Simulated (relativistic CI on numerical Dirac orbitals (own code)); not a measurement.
**Spin-allowed bands of a d3 ion in an octahedral site, by hand**

Problem. A d3 ion in an octahedral site has a 4A2 ground term and spin-allowed bands at ν1 = 21800 and ν2 = 28152 cm⁻¹ (from a computed ligand-field model). Find Δ and the Racah parameter B, and predict the third band.

Working.
1. The F term splits into A2 (−1.2Δ), T2 (−0.2Δ) and T1 (+0.6Δ), so ν1 = E(T2) − E(A2) = Δ = 21800 cm⁻¹.
2. T1(F) mixes with T1(P), which lies at 15B, through an element 0.4Δ. The two roots, counted from A2, are ν2,3 = ½(15B + 3Δ) ∓ ½√[(15B − Δ)² + 12BΔ].
3. Solving the lower root for B gives B = (2ν1² + ν2² − 3ν1ν2)/(15ν2 − 27ν1) = -98125696/-166320 = 590 cm⁻¹.
4. The sum of the roots is 15B + 3Δ, so ν3 = 15B + 3ν1 − ν2 = 46098 cm⁻¹ (217 nm).

Check. The bands were computed by exact diagonalisation of the d3 shell with B = 590 and Δ = 21800 cm⁻¹, which gives ν3 = 46098 cm⁻¹. C does not enter the terms of highest spin.
